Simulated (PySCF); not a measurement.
Input for PySCF: R-M06-2X/def2-TZVPP on H3NPbS (SMILES [NH2][Pb][SH]), a point of a torsion scan. Elements past Kr take the def2 small-core potentials; no spin–orbit coupling.

```python
from pyscf import gto, dft

mol = gto.M(
    atom='''
    N    -1.23314082    0.14874440    0.07208760
    Pb   -0.03035207   -1.47621467    0.73549268
    S     2.09279271   -0.68334616   -0.40569346
    H    -2.21210268    0.26579244    0.27909374
    H    -0.95900725    0.93282457   -0.49704426
    H     1.53393118   -0.05421669   -1.42207711
    ''',
    basis='def2-tzvpp',
    ecp={'Pb': 'def2-tzvpp'},
    charge=0, spin=0, verbose=4, max_memory=1800)
mf = dft.RKS(mol, xc='m062x').density_fit(auxbasis='def2-universal-jkfit')
mf.grids.level = 4
mf.conv_tol = 1e-9
mf.max_cycle = 150
mf.kernel()
mf.dip_moment()
```

Program output:

```
PySCF version 2.14.0

[INPUT] verbose = 4
[INPUT] num. atoms = 6
[INPUT] num. electrons = 48
[INPUT] charge = 0
[INPUT] spin (= nelec alpha-beta = 2S) = 0
[INPUT] symmetry False subgroup None
[INPUT] Mole.unit = angstrom
[INPUT] Symbol           X                Y                Z      unit          X                Y                Z       unit  Magmom
[INPUT]  1 N     -1.233140820000   0.148744400000   0.072087600000 AA   -2.330298422822   0.281086178563   0.136225820977 Bohr   0.0
[INPUT]  2 Pb    -0.030352070000  -1.476214670000   0.735492680000 AA   -0.057357099614  -2.789641427365   1.389879731822 Bohr   0.0
[INPUT]  3 S      2.092792710000  -0.683346160000  -0.405693460000 AA    3.954805057386  -1.291337090673  -0.766649529927 Bohr   0.0
[INPUT]  4 H     -2.212102680000   0.265792440000   0.279093740000 AA   -4.180268224616   0.502274917580   0.527410731681 Bohr   0.0
[INPUT]  5 H     -0.959007250000   0.932824570000  -0.497044260000 AA   -1.812261053972   1.762782959565  -0.939277523187 Bohr   0.0
[INPUT]  6 H      1.533931180000  -0.054216690000  -1.422077110000 AA    2.898709824131  -0.102454695480  -2.687336265913 Bohr   0.0

nuclear repulsion = 160.807427670579
number of shells = 59
number of NR pGTOs = 248
number of NR cGTOs = 165
basis = def2-tzvpp
ecp = {'Pb': 'def2-tzvpp'}


******** <class 'pyscf.df.df_jk.DFRKS'> ********
method = DFRKS
initial guess = minao
damping factor = 0
level_shift factor = 0
DIIS = <class 'pyscf.scf.diis.CDIIS'>
diis_start_cycle = 1
diis_space = 8
diis_damp = 0
SCF conv_tol = 1e-09
SCF conv_tol_grad = None
SCF max_cycles = 150
direct_scf = False
XC library pyscf.dft.libxc version 7.1.2
    S. Lehtola, C. Steigemann, M. J. T. Oliveira, and M. A. L. Marques,  SoftwareX 7, 1–5 (2018)
XC functionals = m062x
    Y. Zhao and D. G. Truhlar,  Theor. Chem. Acc. 120, 215 (2008)
    Y. Zhao and D. G. Truhlar,  Theor. Chem. Acc. 120, 215 (2008)
radial grids:
    Treutler-Ahlrichs [JCP 102, 346 (1995); DOI:10.1063/1.469408] (M4) radial grids

becke partition: Becke, JCP 88, 2547 (1988); DOI:10.1063/1.454033
pruning grids: <function nwchem_prune>
grids dens level: 4
symmetrized grids: False
atomic radii adjust function: <function treutler_atomic_radii_adjust>
small_rho_cutoff = 0
Set gradient conv threshold to 3.16228e-05
Initial guess from minao.
tot grids = 137032
******** <class 'pyscf.df.df.DF'> ********
auxbasis = def2-universal-jkfit
init E= -615.344728518577
  HOMO = -0.577771472070034  LUMO = -0.512351801563184  gap/eV = 1.78016
cycle= 1 E= -646.446151009686  delta_E= -31.1  |g|= 2.14  |ddm|= 10.4
  HOMO = -0.0627899549531663  LUMO = -0.0138609430920053  gap/eV = 1.33143
cycle= 2 E= -646.521957625917  delta_E= -0.0758  |g|= 2.24  |ddm|= 6.72
  HOMO = -0.264880352118892  LUMO = -0.0309164910466568  gap/eV = 6.36648
cycle= 3 E= -647.527752545224  delta_E= -1.01  |g|= 0.12  |ddm|= 3.47
  HOMO = -0.286560166542022  LUMO = -0.0472885784168071  gap/eV = 6.51091
cycle= 4 E= -647.531572562549  delta_E= -0.00382  |g|= 0.0666  |ddm|= 0.344
  HOMO = -0.286333371441861  LUMO = -0.0468567231287864  gap/eV = 6.51649
cycle= 5 E= -647.532274772497  delta_E= -0.000702  |g|= 0.037  |ddm|= 0.0769
  HOMO = -0.286643253879206  LUMO = -0.0459929345996203  gap/eV = 6.54843
cycle= 6 E= -647.532567035903  delta_E= -0.000292  |g|= 0.00712  |ddm|= 0.0323
  HOMO = -0.287748776741005  LUMO = -0.0460353178369645  gap/eV = 6.57736
cycle= 7 E= -647.532582854384  delta_E= -1.58e-05  |g|= 0.00308  |ddm|= 0.0127
  HOMO = -0.287296954598178  LUMO = -0.0460782901503388  gap/eV = 6.56389
cycle= 8 E= -647.532585860277  delta_E= -3.01e-06  |g|= 0.000726  |ddm|= 0.00552
  HOMO = -0.287343784217334  LUMO = -0.0461097873261834  gap/eV = 6.56431
cycle= 9 E= -647.532586084393  delta_E= -2.24e-07  |g|= 0.000214  |ddm|= 0.00146
  HOMO = -0.287362663758849  LUMO = -0.046094038954306  gap/eV = 6.56525
cycle= 10 E= -647.532586108199  delta_E= -2.38e-08  |g|= 8.69e-05  |ddm|= 0.0004
  HOMO = -0.287362806977984  LUMO = -0.0460910786365387  gap/eV = 6.56534
cycle= 11 E= -647.532586112068  delta_E= -3.87e-09  |g|= 2.54e-05  |ddm|= 0.000176
  HOMO = -0.287364255394573  LUMO = -0.0460924965864126  gap/eV = 6.56534
cycle= 12 E= -647.53258611241  delta_E= -3.42e-10  |g|= 7.54e-06  |ddm|= 5.65e-05
  HOMO = -0.287364717014678  LUMO = -0.0460924283863861  gap/eV = 6.56535
Extra cycle  E= -647.532586112433  delta_E= -2.31e-11  |g|= 5.15e-06  |ddm|= 1.4e-05
converged SCF energy = -647.532586112433
Dipole moment(X, Y, Z, Debye): -2.71982, -1.06759,  1.08961
```

The calculation finished and met its thresholds.

Cost: around 20 core-seconds (rough).
